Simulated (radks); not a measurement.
Problem. The mercury ion Hg3+, 77 electrons, occupied as [Xe] 4f14 5d9. All-electron calculation, Dirac Kohn-Sham, BLYP, spin-unpolarised, spherical densities, finite nucleus; open shells fill j = l - 1/2 first; Fermi nuclear charge, rms radius 5.4648 fm. Program: a radial shooting solver on a logarithmic mesh with Libxc functionals.

Spin-orbit splittings of the eigenvalues, e(l+1/2) - e(l-1/2), with zeta = 2 splitting/(2l+1) and mean radii in bohr:

| shell | occ. | splitting (eV) | zeta (eV) | <r> j=l-1/2 | <r> j=l+1/2 |
|---|---|---|---|---|---|
| 2p | 6 | 1948 | 1299 | 0.05692 | 0.06559 |
| 3p | 6 | 431.5 | 287.7 | 0.1704 | 0.1863 |
| 3d | 10 | ? | ? | 0.1621 | 0.1669 |
| 4p | 6 | 104.2 | 69.49 | 0.4011 | 0.4353 |
| 4d | 10 | 19.43 | 7.773 | 0.4425 | 0.4536 |
| 4f | 14 | 4.196 | 1.199 | 0.4791 | 0.4858 |
| 5p | 6 | 18.50 | 12.33 | 0.9678 | 1.061 |
| 5d | 9 | 2.065 | 0.8260 | 1.365 | 1.411 |
| 6p | 0 | 2.247 | 1.498 | 2.595 | 2.810 |

Estimate the 3d splitting.

Solution. 92.47 eV (zeta = 36.99 eV).
